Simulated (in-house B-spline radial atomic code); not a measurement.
The numbers below are computed, except where a source is named.
C6 from the polarisability at imaginary frequency: the calcium ion Ca²⁺

B97-1 linear response of the closed shell [Ne] 3s2 3p6, from a B-spline radial code for spherical atoms; scalar-relativistic (spin-free one-electron X2C), finite nucleus, no spin-orbit coupling.

The dispersion coefficient of two like species is C6 = (3/π) ∫ α(iu)² du from 0 to ∞.

| u (hartree) | α(iu) (bohr³) |
| --- | --- |
| 0 | 3.306 |
| 0.156 | 3.258 |
| 0.364 | 3.06 |
| 0.624 | 2.68 |
| 1.04 | 2.022 |
| 1.56 | 1.386 |
| 2.34 | 0.8324 |
| 3.64 | 0.4317 |
| 5.2 | 0.2452 |
| 7.79 | 0.1281 |
| 13 | 0.05654 |
| 26 | 0.01823 |

Q: Fit one oscillator, α(iu) = α(0)/(1 + u²/ω²), through u = 1.56 and estimate C6.

A: From α(0)/α(iu) − 1 = 3.306/1.386 − 1 = 1.3853, ω = u/√1.3853 = 1.3254 hartree (36.1 eV). London's formula gives C6 = (3/4) α(0)² ω = 0.75 × 3.306² × 1.3254 = 10.86 hartree·bohr⁶, and the oscillator holds f = α(0) ω² = 5.81 electrons, of a sum of oscillator strengths of 17.9.

Q: How does that compare with the full integral?

A: The program's quadrature over all excitations gives C6 = 10.93, so the single oscillator is off by -0.6 %. At the last point the fit gives α = 0.00857 against 0.0182: higher excitations, and deeper shells where there are any, keep the true curve higher at large u.
